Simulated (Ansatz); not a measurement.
Calculated with Ansatz (gas phase, PBE0-D4/def2-TZVP geometries, no zero-point term in ΔE). CCSD(T)/CBS adds triple-zeta CCSD(T) − MP2 to the extrapolated MP2 energy (def2 sets, frozen cores). This one scheme is used for every species. Functionals use def2-TZVPP. B3LYP here is the variant with VWN-RPA as its local correlation; programs differ in this. One conformer a species, not always the lowest.

Reaction (cleavage of the Si–Si bond): `F[SiH]([SiH3])O[SiH3]` + `N=CF` → `F/C=N/[SiH3]` + `F[SiH2]O[SiH3]`

| level | ΔE (eV) |
| --- | --- |
| B3LYP | -0.63 |
| CCSD/def2-TZVPP | -0.62 |

What does CCSD(T)/CBS give? (An estimate is asked.)

Ansatz gave: -0.60 eV. The listed levels differ from it by -0.03, -0.02 eV.

Largest T1 diagnostic among the species: 0.014.

At CCSD(T), def2-SVP lies +0.05 eV from the extrapolated value and def2-TZVPP −0.00 eV. Leaving LDA and LC-ωPBE aside and taking each functional with its dispersion term where it has one, the values, not all of them listed here, spread over 0.28 eV, from B2PLYP to PBE-D4.
